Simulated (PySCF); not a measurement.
Gas-phase reaction: SeO2 + Si ⇌ SiSe + O2

Method: PySCF energies plus ideal-gas RRHO corrections (1 bar). † marks an energy on the PBE0/def2-TZVP geometry and frequencies; other levels use their own. 6-31G* has spherical d functions here. Open shells (unrestricted): Si (multiplicity 3, electronic degeneracy 9), O2 (multiplicity 3); the rest are closed-shell singlets. Spin-orbit splitting is ignored; it lowers the true energy and changes the entropy of Si. B3LYP is the form with VWN-RPA correlation. Se: all electrons, no relativistic terms. The harmonic model lacks anharmonicity and excited electronic states, which grow with temperature; levels with a mode under 35 cm⁻¹ are left out.

ΔH° and ΔS° at 298 K: B3LYP/def2-TZVP† -215 kJ, 10 J/K; BLYP/def2-TZVP† -192 kJ, 10 J/K; HF/6-31G* -318 kJ, 10 J/K; HF/def2-TZVP† -270 kJ, 10 J/K; M06-2X/def2-TZVP† -245 kJ, 10 J/K; ωB97X-V/def2-TZVP† -226 kJ, 10 J/K.

Question: With the heat capacities included, give log10 K (1 bar) at 800, 1000, 1200, 1800, 2500 K from B3LYP/def2-TZVP†, BLYP/def2-TZVP†, HF/6-31G*, HF/def2-TZVP†, M06-2X/def2-TZVP†, ωB97X-V/def2-TZVP†.

Answer: 
| T (K) | B3LYP/def2-TZVP† | BLYP/def2-TZVP† | HF/6-31G* | HF/def2-TZVP† | M06-2X/def2-TZVP† | ωB97X-V/def2-TZVP† |
|---|---|---|---|---|---|---|
| 800 | 14.5 | 13.0 | 21.3 | 18.1 | 16.5 | 15.2 |
| 1000 | 11.7 | 10.4 | 17.1 | 14.5 | 13.2 | 12.3 |
| 1200 | 9.8 | 8.7 | 14.3 | 12.2 | 11.1 | 10.3 |
| 1800 | 6.6 | 5.9 | 9.6 | 8.2 | 7.4 | 6.9 |
| 2500 | 4.8 | 4.3 | 7.0 | 5.9 | 5.4 | 5.0 |
